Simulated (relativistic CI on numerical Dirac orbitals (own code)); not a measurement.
## How well does a small relativistic CI reproduce In6+?

Computed by Dirac-Coulomb-Breit CI, separate exchange-only KLI orbitals for each configuration, model QED (radiative potential, 1s self-energy scaled to tabulated hydrogen-like ionisation energies), unscaled Slater integrals (own radial code, finite nucleus).

CI space (outside the closed core [Ar] 3d10): 4s²4p⁶4d⁷, 4s²4p⁶4d⁶5s, 4s²4p⁶4d⁶4f, 4s²4p⁵4d⁸, 4s²4p⁶4d⁶5p, 4s²4p⁶4d⁶5d, 4s²4p⁶4d⁶6s, 4s4p⁶4d⁸, 4s²4p⁶4d⁶6p, 4s²4p⁵4d⁷4f, 4s²4p⁶4d⁶5f, 4s²4p⁶4d⁶6d, 4s²4p⁶4d⁵5s5p, 4s²4p⁶4d⁶7s, 4s²4p⁶4d⁶5g, 4s²4p⁶4d⁶7p, 4s²4p⁶4d⁶6f, 4s²4p⁶4d⁵4f5s, 4s²4p⁵4d⁷5s, 4s4p⁶4d⁷4f, 4s²4p⁵4d⁷5d, 4s²4p⁶4d⁵5s², 4s²4p⁶4d⁴4f5s², 4s²4p⁶4d⁴5s²5p, 4s²4p⁶4d⁴5s²5d, 4s²4p⁶4d⁴5s²6s, 4p⁶4d⁹, 4p⁵4d¹⁰. Double excitations out of closed p, d and f shells are left out; levels of such configurations are missing from the list, as are those of other unlisted configurations, and high levels can miss mixing partners. These lack a partner that the ground configuration has and come out too high: 4s²4p⁵4d⁷4f, 4s²4p⁵4d⁷5s, 4s²4p⁵4d⁷5d.

| Configuration | Term (tabulated) | J | Measured (cm⁻¹) | Computed | Error | Purity (%) |
| --- | --- | --- | --- | --- | --- | --- |
| 4s²4p⁶4d⁷ | 4F | 9/2 | 0.0 | 0 | 0 | 94 |
| 4s²4p⁶4d⁷ | 4F | 7/2 | 5736.0 | 5617 | -119 | 97 |
| 4s²4p⁶4d⁷ | 4F | 3/2 | 10382.0 | 10701 | 319 | 92 |
| 4s²4p⁶4d⁷ | 4P | 3/2 | 16903.0 | 21132 | 4229 | 56 |
| 4s²4p⁶4d⁷ | 4P | 5/2 | 18509.0 | 22859 | 4350 | 95 |
| 4s²4p⁶4d⁷ | 2G | 9/2 | 20666.0 | 22739 | 2073 | 76 |
| 4s²4p⁶4d⁷ | 4P | 1/2 | 21571.0 | 25841 | 4270 | 78 |
| 4s²4p⁶4d⁷ | 2G | 7/2 | 26023.0 | 28244 | 2221 | 96 |
| 4s²4p⁶4d⁷ | 2H | 11/2 | 27662.0 | 29992 | 2330 | 99 |
| 4s²4p⁶4d⁷ | 2D | 5/2 | 30441.0 | 35511 | 5070 | 92 |
| 4s²4p⁶4d⁷ | 2H | 9/2 | 33744.0 | 36004 | 2260 | 81 |
| 4s²4p⁶4d⁷ | 2D | 3/2 | 39221.0 | 44041 | 4820 | 67 |
| 4s²4p⁶4d⁷ | 2F | 5/2 | 41865.0 | 49302 | 7437 | 96 |
| 4s²4p⁶4d⁷ | 2F | 7/2 | 45079.0 | 52218 | 7139 | 97 |
| 4s²4p⁶4d⁷ | 2D | 3/2 | 66339.0 | 80147 | 13808 | 99 |
| 4s²4p⁶4d⁶5p | 6F° | 5/2 | 348264.0 | 357108 | 8844 | 61 |
| 4s²4p⁶4d⁶5p | 4F° | 9/2 | 358496.0 | 367254 | 8758 | 60 |
| 4s²4p⁶4d⁶5p | 4D° | 3/2 | 361026.0 | 369748 | 8722 | 74 |
| 4s²4p⁶4d⁶5p | 4D° | 1/2 | 361620.0 | 370475 | 8855 | 78 |
| 4s²4p⁶4d⁶5p | 4F° | 7/2 | 362040.0 | 371199 | 9159 | 74 |
| 4s²4p⁶4d⁶5p | 4F° | 3/2 | 365647.0 | 374922 | 9275 | 85 |
| 4s²4p⁶4d⁶5p | 4G° | 11/2 | 367434.0 | 378240 | 10806 | 73 |
| 4s²4p⁶4d⁶5p | 4P° | 1/2 | 367570.0 | 378220 | 10650 | 89 |
| 4s²4p⁶4d⁶5p | 2K° | 13/2 | 383076.0 | 394773 | 11697 | 77 |

Measured levels from measured levels as listed in Gamrath, thesis, University of Mons (2023); pairs were made by configuration, J and term (by order where the table uses no LS term), so strongly mixed levels may be paired wrongly.

Mean error by configuration (cm⁻¹): 4s²4p⁶4d⁷ 4301; 4s²4p⁶4d⁶5p 9641. Over the excited levels the mean absolute error is 6400 cm⁻¹ (23 of the 69 excited levels that our extract of the source holds in range could be paired, and the others can miss by more), and the median relative error of those above 1,000 cm⁻¹ is 6.7 %. Some levels of the ground configuration have no partner.
